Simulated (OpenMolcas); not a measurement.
Computed transition rates of S+

```
Program             : OpenMolcas 26.06
Method              : RASSCF
Basis               : ANO-RCC-VQZP [6s5p3d2f1g]
Scalar Hamiltonian  : DKH2, point nucleus
Active space        : 5 electrons in 9 orbitals (RAS2 3s 3p; RAS3 3d, at most 2 electrons)
State averaging     : 2S+1 = 4 odd, 1 root; 2S+1 = 2 odd, 8 roots kept (CI in the orbitals of an earlier block); 2S+1 = 4 even, 3 roots
Spin-orbit coupling : RASSI with atomic mean-field integrals over the reference wave functions, term energies averaged over their components
```

Rates come from the transition moments of the reference wave functions (E1 and E2 in the length form). At fixed line strength A goes as λ^-3 for E1 and M1 and as λ^-5 for E2, so a rate at the computed wavelength can be rescaled to the measured one. Measured vacuum wavelengths follow from level energies in NIST Handbook of Basic Atomic Spectroscopic Data. Branching counts decays inside the model space alone, at computed energies, and the table is only a selection of the E2 and M1 lines, drawn from those between levels with measured partners whose computed energy lies within a factor of 1.5 of the measured one.

```json
{"Upper": "3s2 3p3 2P* 1/2", "Lower": "3s2 3p3 2D* 5/2", "Type": "E2", "λ computed (nm)": "965.4", "λ measured (nm)": "1037", "A computed (s-1)": "9.05e-02", "A rescaled (s-1)": "6.33e-02", "Branching %": "25.3"}
{"Upper": "3s2 3p3 2P* 3/2", "Lower": "3s2 3p3 2D* 5/2", "Type": "E2", "λ computed (nm)": "964", "λ measured (nm)": "1032", "A computed (s-1)": "1.59e-01", "A rescaled (s-1)": "1.13e-01", "Branching %": "28.9"}
{"Upper": "3s2 3p3 2P* 3/2", "Lower": "3s2 3p3 2D* 5/2", "Type": "M1", "λ computed (nm)": "964", "λ measured (nm)": "1032", "A computed (s-1)": "3.63e-02", "A rescaled (s-1)": "", "Branching %": "6.6"}
{"Upper": "3s2 3p3 2P* 1/2", "Lower": "3s2 3p3 2D* 3/2", "Type": "E2", "λ computed (nm)": "963.5", "λ measured (nm)": "1034", "A computed (s-1)": "1.37e-01", "A rescaled (s-1)": "9.62e-02", "Branching %": "38.4"}
{"Upper": "3s2 3p3 2P* 1/2", "Lower": "3s2 3p3 2D* 3/2", "Type": "M1", "λ computed (nm)": "963.5", "λ measured (nm)": "1034", "A computed (s-1)": "4.04e-02", "A rescaled (s-1)": "", "Branching %": "11.3"}
{"Upper": "3s2 3p3 2P* 3/2", "Lower": "3s2 3p3 2D* 3/2", "Type": "E2", "λ computed (nm)": "962.1", "λ measured (nm)": "1029", "A computed (s-1)": "6.83e-02", "A rescaled (s-1)": "4.88e-02", "Branching %": "12.4"}
{"Upper": "3s2 3p3 2P* 3/2", "Lower": "3s2 3p3 2D* 3/2", "Type": "M1", "λ computed (nm)": "962.1", "λ measured (nm)": "1029", "A computed (s-1)": "6.49e-02", "A rescaled (s-1)": "", "Branching %": "11.8"}
{"Upper": "3s2 3p3 2D* 3/2", "Lower": "3s2 3p3 4S* 3/2", "Type": "M1", "λ computed (nm)": "546.8", "λ measured (nm)": "673.3", "A computed (s-1)": "4.73e-04", "A rescaled (s-1)": "", "Branching %": "66.0"}
{"Upper": "3s2 3p3 2D* 3/2", "Lower": "3s2 3p3 4S* 3/2", "Type": "E2", "λ computed (nm)": "546.8", "λ measured (nm)": "673.3", "A computed (s-1)": "2.44e-04", "A rescaled (s-1)": "", "Branching %": "34.0"}
{"Upper": "3s2 3p3 2D* 5/2", "Lower": "3s2 3p3 4S* 3/2", "Type": "E2", "λ computed (nm)": "546.2", "λ measured (nm)": "671.8", "A computed (s-1)": "3.82e-04", "A rescaled (s-1)": "", "Branching %": "97.7"}
{"Upper": "3s2 3p3 2P* 1/2", "Lower": "3s2 3p3 4S* 3/2", "Type": "M1", "λ computed (nm)": "348.8", "λ measured (nm)": "407.8", "A computed (s-1)": "8.93e-02", "A rescaled (s-1)": "", "Branching %": "25.0"}
{"Upper": "3s2 3p3 2P* 3/2", "Lower": "3s2 3p3 4S* 3/2", "Type": "M1", "λ computed (nm)": "348.6", "λ measured (nm)": "407", "A computed (s-1)": "2.22e-01", "A rescaled (s-1)": "", "Branching %": "40.3"}
```

Spin-changing lines and M1 lines between different terms are not rescaled, since their strength hangs on the term gaps too.

The largest correction is for 3s2 3p3 2P* 1/2 → 3s2 3p3 2D* 5/2 (E2): 9.05e-02 × (965.4 / 1037)^5 = 6.33e-02 s-1, a factor of 0.70.

No measured rate stands beside these. Rescaling mends the energy factor alone: line strengths can still be far off where a level mixes with configurations outside the active space, and weak or spin-changing lines hang on small mixing coefficients that depend on the term gaps too, so rescaling need not improve them.

Without dynamic correlation excited terms often stand tens of per cent too high (terms of higher spin than the ground term too low), and those without a measured partner can miss by more than the paired ones. Terms from blocks run as CI alone lack orbitals of their own. Active for correlation alone: 3d; no level in the range computed is led by a configuration that fills it, so any true level of that kind is missing. Measured partners are found by configuration, term and J. A level has none where our copy of the source lacks it or the pairing is in doubt (some pairs that miss far off the trend of their configuration count as doubtful). Levels of configurations outside the active space are missing.

* marks odd parity.
